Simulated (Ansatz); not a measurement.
Cost and result for the atomization energy of ClH3SSeSi (`S[SiH](Cl)[SeH]`) (7 atoms, 6 bonds).

Charge 0, multiplicity 1. Correlated methods include outer-core shells of Se, which these sets cover unevenly. Scalar relativity is left out up to krypton. The geometry is a stationary point of PBE0-D4/def2-TZVP. It is one conformer, not always the lowest. Program: Ansatz. All runs use 4 threads of an Arm Neoverse V2 on a shared host. Times are those of one run each, without the atoms' runs, and a repeat can differ threefold. Electronic energies, without spin–orbit coupling; frozen cores. CCSD(T)/CBS adds CCSD(T) − MP2 in def2-TZVPP to the MP2 limit, and its time is that of the two runs behind it. T1 = 0.010. With those shells the extrapolation isn't a true limit. B3LYP takes the VWN-RPA correlation (the form of Gaussian; ORCA's B3LYP/G).

CCSD(T)/CBS is a level of theory with its own doubt, some kJ/mol a heavy atom from the limit and from the frozen cores, so smaller differences don't rank the functionals.

```tsv
level	functions	wall time
PBE-D4/def2-TZVPP (with forces)	216	2.5 s
PBE0-D4/def2-TZVPP	216	3.7 s
CCSD(T)/def2-SVP	101	3.7 s
CAM-B3LYP-D4/def2-TZVPP	216	4.3 s
B3LYP-D4/def2-TZVPP (with forces)	216	5.5 s
B2PLYP/def2-TZVPP	216	5.5 s
r2SCANh-D4/def2-TZVPP	216	7 s
B97M-V/def2-TZVPP	216	9 s
ωB97X-V/def2-TZVPP	216	9 s
ωB97M-V/def2-TZVPP (with forces)	216	13 s
MP2/def2-QZVPP	389	18 s
CCSD(T)/def2-TZVPP	216	100 s
CCSD(T)/CBS(def2)	–	120 s
```

What atomization energy does each give, and how far from CCSD(T)/CBS? (An estimate is asked.)

Ansatz gave: 
| level | atomization (kJ/mol) | difference from CCSD(T)/CBS | per bond |
| --- | --- | --- | --- |
| PBE-D4/def2-TZVPP (with forces) | 2064.6 | 6.2 | 1.0 |
| PBE0-D4/def2-TZVPP | 2040.1 | -18.3 | -3.1 |
| CCSD(T)/def2-SVP | 1841.7 | -216.7 | -36.1 |
| CAM-B3LYP-D4/def2-TZVPP | 2017.6 | -40.8 | -6.8 |
| B3LYP-D4/def2-TZVPP (with forces) | 2021.6 | -36.8 | -6.1 |
| B2PLYP/def2-TZVPP | 1993.9 | -64.5 | -10.8 |
| r2SCANh-D4/def2-TZVPP | 2049.1 | -9.3 | -1.6 |
| B97M-V/def2-TZVPP | 2071.4 | 13.0 | 2.2 |
| ωB97X-V/def2-TZVPP | 2065.0 | 6.6 | 1.1 |
| ωB97M-V/def2-TZVPP (with forces) | 2053.2 | -5.2 | -0.9 |
| MP2/def2-QZVPP | 2059.3 | 0.9 | 0.1 |
| CCSD(T)/def2-TZVPP | 1977.1 | -81.3 | -13.6 |
| CCSD(T)/CBS(def2) | 2058.4 | 0.0 | 0.0 |

From r2SCAN to r2SCAN0 (25 % exact exchange), in def2-TZVPP and without D4, the atomization energy moves by −33.2 kJ/mol: exact exchange takes away binding that semilocal exchange gives to molecules. At CCSD(T), def2-SVP lies −216.7 kJ/mol from the extrapolated value and def2-TZVPP −81.4 kJ/mol: correlation converges slowly with the basis, and small sets miss more of it in the bonded molecule than in its fragments. In def2-TZVPP, CCSD(T) changes the Hartree–Fock value by +533.6 kJ/mol (the triples alone add +40.3 kJ/mol) and MP2 by +568.4 kJ/mol; breaking electron pairs costs correlation energy, which Hartree–Fock lacks.

For some Ge, Se and Sn compounds the MP2-based and the directly extrapolated limit differ by 10 to 25 kJ/mol.
